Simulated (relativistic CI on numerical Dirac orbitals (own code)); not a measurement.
**Ca6+: computed level list**

Method of calculation: Dirac-Coulomb-Breit CI, KLI orbitals optimised for each configuration, model QED, unscaled Slater integrals (own radial code, finite nucleus).

Configurations in the expansion (outside the closed core [Ne]): 3s2 3p2, 3s 3p3, 3s2 3p 3d, 3p4, 3s 3p2 3d, 3p3 3d, 3s2 3p 4s, 3s 3p 3d2, 3s2 3p 4p, 3s2 3p 4d, 3s2 3p 4f, 3s 3p2 4s, 3s2 3p 5s, 3s 3p2 4p, 3s2 3d2, 3s 3d3, 3p2 3d2, 3p 3d3, 3p 3d2 4s, 3p 3d2 4p, 3p 3d2 4d. Double excitations out of closed p, d and f shells are left out; levels of such configurations are missing from the list, as are those of other unlisted configurations, and high levels can miss mixing partners. These lack a partner that the ground configuration has and come out too high: 3s 3p2 4s, 3s 3p2 4p, 3s2 3p 4f, 3s2 3p 5s.

The lowest level is 3s2 3p2 3P_0, with 95 % of that term; Hund's rules for 3s2 3p2 give 3P with J = 0, in agreement.

| No. | Configuration | Term | J | E (cm⁻¹) | % | Lifetime (s) |
| --- | --- | --- | --- | --- | --- | --- |
| 1 | 3s2 3p2 | 3P | 0 | 0 | 95 |  |
| 2 | 3s2 3p2 | 3P | 1 | 1580 | 96 | 1.42e+01 |
| 3 | 3s2 3p2 | 3P | 2 | 4019 | 95 | 5.15e+00 |
| 4 | 3s2 3p2 | 1D | 2 | 24150 | 95 | 2.41e-01 |
| 5 | 3s2 3p2 | 1S | 0 | 52729 | 94 | 2.39e-02 |
| 6 | 3s 3p3(4S°) | 5S° | 2 | 110446 | 99 | 2.22e-06 |
| 7 | 3s 3p3(2D°) | 3D° | 1 | 159789 | 85 | 2.17e-09 |
| 8 | 3s 3p3(2D°) | 3D° | 2 | 159862 | 85 | 2.22e-09 |
| 9 | 3s 3p3(2D°) | 3D° | 3 | 160169 | 86 | 2.32e-09 |
| 10 | 3s 3p3(2P°) | 3P° | 0 | 186298 | 86 | 6.92e-10 |
| 11 | 3s 3p3(2P°) | 3P° | 1 | 186328 | 86 | 7.02e-10 |
| 12 | 3s 3p3(2P°) | 3P° | 2 | 186338 | 84 | 7.34e-10 |
| 13 | 3s 3p3(2D°) | 1D° | 2 | 205208 | 50 | 5.69e-10 |
| 14 | 3s 3p3(4S°) | 3S° | 1 | 251443 | 89 | 3.05e-11 |
| 15 | 3s2 3p 3d | 3F° | 2 | 252183 | 96 | 3.46e-08 |
| 16 | 3s2 3p 3d | 3F° | 3 | 253598 | 96 | 4.79e-08 |
| 17 | 3s2 3p 3d | 3F° | 4 | 255576 | 96 | 5.85e-02 |
| 18 | 3s 3p3(2P°) | 1P° | 1 | 260543 | 80 | 5.45e-11 |
| 19 | 3s2 3p 3d | 3P° | 2 | 293029 | 74 | 3.71e-11 |
| 20 | 3s2 3p 3d | 3P° | 1 | 294620 | 82 | 3.75e-11 |
| 21 | 3s2 3p 3d | 3P° | 0 | 295357 | 84 | 3.76e-11 |
| 22 | 3s2 3p 3d | 1D° | 2 | 297729 | 45 | 2.98e-11 |
| 23 | 3s2 3p 3d | 3D° | 1 | 303359 | 82 | 2.39e-11 |
| 24 | 3s2 3p 3d | 3D° | 2 | 303953 | 81 | 2.41e-11 |
| 25 | 3s2 3p 3d | 3D° | 3 | 304327 | 83 | 2.43e-11 |
| 26 | 3s2 3p 3d | 1F° | 3 | 335956 | 95 | 2.23e-11 |
| 27 | 3s2 3p 3d | 1P° | 1 | 344805 | 84 | 2.91e-11 |
| 28 | 3p4 | 3P | 2 | 346411 | 53 | 3.06e-10 |
| 29 | 3p4 | 3P | 1 | 348822 | 53 | 3.03e-10 |
| 30 | 3p4 | 3P | 0 | 349764 | 53 | 3.02e-10 |

Energies count from the lowest computed level; ° marks odd parity; lifetimes are radiative, by E1, M1, E2 decay to levels of this space only. Percentages are summed over parent terms; the parents shown are those of the largest component, closed shells are left out there.

The mean weight of the leading LS term, summed over parents, in these 30 levels is 82 %, and that of the leading jj configuration (from the same eigenvectors) 57 %, so LS coupling describes them better.

At this charge configurations can still be misplaced by up to about 7 % of their energy. 21 of the 21 excited levels that our extract of the measured tables holds in this range could be paired (the sources list more); they are missed by 6332 cm⁻¹ on average and 16929 at most, and levels without a partner can miss by more.

Landé's interval rule says that E(J) − E(J−1) = AJ with one A. For the ground term the intervals give A = 1579.6, 1219.8 cm⁻¹ for J = 1, 2; the multiplet is regular.

LS names give the leading component of a level, which can be under half, so a name can repeat, a term be missing and a line seem to break the LS rules.
